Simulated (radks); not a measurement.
Values are calculated unless marked as measured or tabulated.
Task: Gd LV, configuration [Ne]. Code: a radial shooting solver on a logarithmic mesh with Libxc functionals. Model: Dirac Kohn-Sham, exchange-only PBE, spin-unpolarised, spherical densities, finite nucleus; Fermi nuclear charge, rms radius 5.1569 fm.

Spin-orbit splittings of the eigenvalues, e(l+1/2) - e(l-1/2), with zeta = 2 splitting/(2l+1) and mean radii in bohr:

shell  occ.  splitting (eV)  zeta (eV)  <r> j=l-1/2  <r> j=l+1/2
2p        6               ?          ?      0.07591      0.08241
3p        0           197.2      131.5       0.2042       0.2136

Estimate the 2p splitting.

Result: 724.6 eV (zeta = 483.1 eV).
